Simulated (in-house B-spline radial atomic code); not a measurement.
Results of a calculation; reference values are marked as such.
## From levels and matrix elements to observables: W⁷¹⁺

One electron outside the 1s2 core, from an all-electron radial atomic-structure program (B-spline basis): Brueckner orbitals with a screened correlation potential on Dirac-Hartree-Fock, Breit and QED terms for the lowest states, dipole elements in length form with static core polarisation. The core's own polarisability, by RPA, is 2.185e-07 bohr³.

| state | removal energy (cm⁻¹) | size of the reduced dipole element to 2s1/2 (a.u.) |
| --- | --- | --- |
| 2s1/2 | 158782087 | - |
| 3s1/2 | 68860694 | - |
| 2p1/2 | 157221552 | 0.05133 |
| 2p3/2 | 145102999 | 0.07841 |
| 3p1/2 | 68439565 | 0.03145 |
| 3p3/2 | 64826624 | 0.03577 |

Use R = 109737.3 cm⁻¹, 1 hartree = 219474.6 cm⁻¹, c = 137.036 and 1 a.u. of rate = 4.1341e16 s⁻¹.

Q: Find the quantum defects of the two s states and predict 4s1/2.

A: With n* = 72 √(R/E): 2s1/2 has n* = 1.8928, δ = 0.1072; 3s1/2 has n* = 2.8742, δ = 0.1258. Ritz's form δ = δ0 + b/n*² gives b = -0.117, δ0 = 0.1400, so with n* ≈ 4 − 0.1258, δ = 0.1321 and E = R × 72²/(4 − 0.1321)² = 38025914 cm⁻¹. The program finds 38116338 cm⁻¹. In so highly charged an ion δ holds relativistic, Breit and QED shifts that Ritz's form doesn't follow, and the higher level lacks the last two.

Q: What are the wavelength, oscillator strength and rate of 2s1/2–2p3/2?

A: ΔE = 13679088 cm⁻¹ = 62.32651 hartree, λ = 0.73104 nm in vacuum. f = (2/3) ΔE D²/(2j + 1 of the lower state) = (2/3) × 62.32651 × 0.07841²/2 = 0.1277. A = (4/3) ΔE³ D²/(c³ (2j' + 1)) = 1.9281e-04 a.u. = 7.971e+12 s⁻¹, a partial lifetime of 0.0001255 ns.
